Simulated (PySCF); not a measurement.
## Spinor energies of Ru³⁹⁺ (ruthenium, charge +39)

Start: [He] 2s2 2p1; 2p1/2 filled at m_j = +1/2. Calculated with PySCF 2.14 in an even-tempered Gaussian basis (17 s from 18 bohr⁻², ratio 2.4; 12 p from 24 bohr⁻², ratio 2.4; 5 d from 78 bohr⁻², ratio 2.6; 4 f from 120 bohr⁻², ratio 2.6): generalised Hartree-Fock with the X2C-1e Hamiltonian and a Gaussian nucleus; one run each with spin-orbit coupling (SO) switched off, then screened by Boettger's factors.

| spinor shell | electrons | ε, spin-free (eV) | ε, screened SO (eV) | weight of nominal j (screened SO) | rms radius, screened SO (bohr) |
| --- | --- | --- | --- | --- | --- |
| 1s1/2 | 2 | -25512.3 | -25506.5 | 1.000 | 0.0381 |
| 2s1/2 | 2 | -5961.5 | -5959.7 | 1.000 | 0.148 |
| 2p1/2 | 1 | -5769.7 | -5872.4 | 1.000 | 0.127 |

```json
{"quantity": "E (hartree)", "spin-free": "-2629.06506", "screened SO": "-2632.83737"}
{"quantity": "M_J", "spin-free": "1/2", "screened SO": "1/2"}
{"quantity": "⟨J²⟩", "spin-free": "0.750", "screened SO": "0.750"}
{"quantity": "⟨L²⟩", "spin-free": "2.000", "screened SO": "2.000"}
{"quantity": "⟨S²⟩", "spin-free": "0.750", "screened SO": "0.750"}
```

Each row is a mean over spinors that exchange with the open shell spreads, by up to 11.694 eV (2s1/2).

Breit and QED terms are absent; they matter most for the inner s and p1/2 levels.

Densities and radii are taken from the X2C orbitals without a picture-change correction, which distorts them close to the nucleus.

Without spin-orbit coupling the j labels of p, d and f shells carry no meaning; the spin-free column gives the mean over the occupied spinors of each nl shell.
